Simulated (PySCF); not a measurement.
## From a computed spectrum to the compound

A species of 13 atoms with charge -1 has these harmonic modes (PBE0, small Gaussian bases with core potentials, PySCF 2.14.0):

```
cm⁻¹  km/mol  symmetry
  87     3.2          
  87     0.1          
  87     3.1          
  97     0.0          
 115     2.8          
 157     8.1          
 158     8.2          
 238     0.0          
 276     3.5          
 304    11.4          
 305    12.5          
 317     0.0          
 335   178.7          
 336   179.8          
 343    52.0          
 361     1.7          
 363    90.5          
 452   211.1          
 454   213.4          
 454   213.3          
 477     0.0          
1510     7.7          
1511     7.7          
1511    16.5          
1512     0.1          
3512     7.3          
3512     7.3          
3512    16.8          
3514     0.9          
3602     4.9          
3602     2.2          
3602     4.9          
3602     2.1
```

(1) Which species is it, and in which structure?

## Answers

(1) [Eu(NH2)4]− (singlet in the valence; each metal's 4f electrons, 6 of them, lie in its core potential, out of spins and levels):
```xyz
13

Eu    0.0000    0.0000    0.0000
N     1.3732    1.3498    1.2435
H     2.2375    1.0296    1.6843
H     1.3327    2.3526    1.4266
N    -1.3733   -1.2435    1.3498
H    -1.3328   -1.4267    2.3526
H    -2.2376   -1.6843    1.0295
N     1.3732   -1.3498   -1.2435
H     1.3327   -2.3526   -1.4266
H     2.2375   -1.0296   -1.6843
N    -1.3733    1.2435   -1.3498
H    -2.2376    1.6843   -1.0295
H    -1.3328    1.4267   -2.3526
```
Ideal gas at 298.15 K and 1 bar: S = 468.9 J/(mol K), Cp = 182.1 J/(mol K), H − H(0 K) = 36.3 kJ/mol (rigid rotor, harmonic modes, spin degeneracy alone, that of the 4f electrons in the core included). An lcecp potential fixes the number of 4f electrons, so in runs with it no electron can move into or out of that shell.
 Other answers can fit too; this one was computed.
